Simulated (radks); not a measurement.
Results of a calculation; reference values are marked as such.
Q: The mean radii <r> (bohr) of the occupied orbitals of an atom or ion are listed with their occupations. Level of theory: non-relativistic Kohn-Sham, LDA (Slater exchange, Perdew-Wang correlation), spin-unpolarised, spherical densities, point nucleus (a radial shooting solver on a logarithmic mesh with Libxc functionals).

orbital  occ.      <r>
1s          2  0.09165
2s          2   0.4471
2p          6   0.4069
3s          2    1.400
3p          2    1.516

Name the element and its charge.

A: Z = 17, chlorine, charge +3: Cl3+ in [Ne] 3s2 3p2. The 1s radius gives Z: for a bare nucleus <r> = 1.5/Z, 0.08824 bohr for Z = 17, and screening makes it slightly larger (0.09165 here). The occupations add up to 14, and the charge is Z minus that.
